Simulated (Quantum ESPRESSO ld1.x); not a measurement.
Task: Radial electron density D(r) = 4 pi r^2 rho(r) of an atom or ion with 33 electrons. Calculated with ld1.x of Quantum ESPRESSO 7.5: Dirac Kohn-Sham, PBE, spin-unpolarised, spherical densities, point nucleus.

r (bohr)  D(r) (e/bohr)
0.002032          10.80
0.002624          15.88
0.003417          23.13
0.004414          32.39
0.005702          43.78
0.007366          56.59
0.009592          69.46
0.01239           78.90
0.016             82.57
0.02084           79.56
0.02692           73.78
0.03477           73.06
0.04492           83.34
0.05849           99.83
0.07556           104.6
0.0976            90.30
0.1271            75.13
0.1642            81.25
0.2121            88.58
0.2739            66.43
0.3567            32.30
0.4608            18.63
0.5952            12.63
0.775             4.252
1.001            0.5364
1.293           0.01951
1.671         0.0001513

What is the nuclear charge?

Result: Z = 61. The innermost maximum, from 1s, lies near gamma/Z bohr with gamma = sqrt(1 - (Z/c)^2) = 0.895, here 0.0147 bohr (found: 0.0161), and its height grows with Z. The density is that of the promethium ion Pm28+ in [Ar] 3d10 4s2 4p3; the configuration itself is not fixed sharply by these data, and Z only to a few units. D(r) has 3 maxima, at r = 0.0161, 0.0709, 0.204 bohr, and minima at 0.0313, 0.133 bohr, inside which lie 2.02, 11.10 electrons.
